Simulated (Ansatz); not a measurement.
`FC(F)(F)CI` → `F[C](F)F`• + `[CH2]I`• at 700 K and 1 bar (homolysis of the C–C bond).

Isolated molecules relaxed with PBE0-D4/def2-TZVP in Ansatz; ΔE leaves out vibrations. CCSD(T)/CBS adds triple-zeta CCSD(T) − MP2 to the extrapolated MP2 energy (def2 sets, frozen cores). Open shells (•) are unrestricted, without spin–orbit coupling. def2 core potentials past Kr. For I outer-core shells are correlated without core-valence functions, which leaves a few kJ/mol of doubt a bond.

```csv
species,CCSD(T)/CBS energy (Eh),H − E (kJ/mol),S (J/(mol·K))
`FC(F)(F)CI`,-674.13144,178.2,443.2
`F[C](F)F`•,-337.34656,68.7,315.8
`[CH2]I`•,-336.62231,91.4,311.9
```

H − E and S are ideal-gas, rigid-rotor, harmonic terms from PBE0-D4/def2-TZVP, with the whole ground term of open shells counted as degenerate. 1 Eh = 2625.50 kJ/mol, R = 8.31446 J/(mol·K).

Question: By hand: ΔE, ΔH, ΔS and ΔG.

Answer: ΔE = (-337.34656) + (-336.62231) − (-674.13144) = 0.16257 Eh = 426.8 kJ/mol. Δ(H − E) = 68.7 + 91.4 − 178.2 = -18.1, so ΔH = 408.7 kJ/mol. ΔS = 315.8 + 311.9 − 443.2 = 184.5 J/(mol·K). ΔG = 408.7 − 700 × (184.5)/1000 = 279.5 kJ/mol.

Question: By hand: the equilibrium constant, and the temperature at which ΔG would vanish if ΔH and ΔS stayed fixed.

Answer: log₁₀ K = −ΔG/(RT ln 10) = -20.9. ΔG = 0 at ΔH/ΔS = 2215 K.

The number of gas molecules changes by +1, which sets the sign of ΔS. A doubt of 5 kJ/mol in ΔE shifts log₁₀ K by 0.4 here. These are equilibria of isolated gas molecules and say nothing of rates. Largest T1 diagnostic: 0.016 (customary marks: 0.02 for closed shells, 0.045 for open ones).
